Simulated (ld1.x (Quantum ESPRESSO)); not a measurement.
**hafnium: what ld1.x (Quantum ESPRESSO) 7.5 does with a changed input**

Command:

```bash
ld1.x < Hf.in > Hf.out
```

Input:

```
&input
   title='Hf', zed=72., rel=1, dft='PBE', iswitch=3, latt=1,
   config='[Xe] 4f14 5d2 6s2 6p0',
   nld=3, rlderiv=4.30, eminld=-2.0, emaxld=5.0, deld=0.02
 /
 &inputp
   pseudotype=2, tm=.true., lloc=1,
   nlcc=.true.,
   file_pseudopw='Hf.UPF', file_wfcaegen='ae.wfc', file_wfcncgen='nc.wfc', file_beta='beta', file_chi='chi'
 /
3
6S  1  0   2.00   0.00  2.25  2.25  0.0
5D  3  2   2.00   0.00  2.05  2.05  0.0
6P  2  1   0.00   0.00  3.95  3.95  0.0
 &test
   configts(1)='5d2 6s2 6p0'
 /
```

This is an input that runs to its end, with one change: Latter correction switched on.

Task: How does the run end?

Result: The program runs through. The occupied levels of the test differ from the all-electron ones by at most 0.00000 Ry (unchanged input: 0.00000 Ry). All-electron levels move: 5d -0.273 Ry (was -0.198), 6s -0.450 Ry (was -0.375).

```
      Wfc   6S  rcut= 2.278  Using Troullier-Martins method

      Wfc   5D  rcut= 2.061  Using Troullier-Martins method

     ------------------- End of pseudopotential generation -------------------

     Computing logarithmic derivative in   4.28278
     Computing logarithmic derivative in   4.28278
     Computing the partial wave expansion
     R is outside the sphere for l=    0 j= 0.00
       no projector for channel:   1
     R is outside the sphere for l=    2 j= 0.00

     ---------------------- Testing the pseudopotential ----------------------

     Hf
     scalar relativistic calculation

     atomic number is 72.00   valence charge is  4.00
     dft =PBE   lsd =0 sic =0 latt =1  beta=0.20 tr2=1.0E-14
     mesh =1271 r(mesh) =  99.31870 xmin = -7.00 dx = 0.01250

     n l     nl             e AE (Ry)        e PS (Ry)    De AE-PS (Ry)
     3 2     5D   1( 2.00)       -0.27343       -0.27343       -0.00000
     1 0     6S   1( 2.00)       -0.45020       -0.45020       -0.00000
     2 1     6P   1( 0.00)       -0.22150       -0.22150        0.00001

     eps = 1.2E-16  iter =  4

     Etot =  -30156.533694 Ry,  -15078.266847 Ha, -410300.543098 eV
     Etotps =    -9.729793 Ry,      -4.864896 Ha,    -132.380574 eV

     Ekin =       4.802759 Ry,       2.401379 Ha,      65.344862 eV
     Encl =      -8.445808 Ry,      -4.222904 Ha,    -114.911065 eV
     Ehrt =       4.627800 Ry,       2.313900 Ha,      62.964428 eV
     Ecxc =      -6.167971 Ry,      -3.083986 Ha,     -83.919525 eV
     (Ecc =      -3.928155 Ry,      -1.964078 Ha,     -53.445277 eV)
     Epseu=      -4.546573 Ry,      -2.273286 Ha,     -61.859274 eV

     ---------------------- End of pseudopotential test ----------------------
```
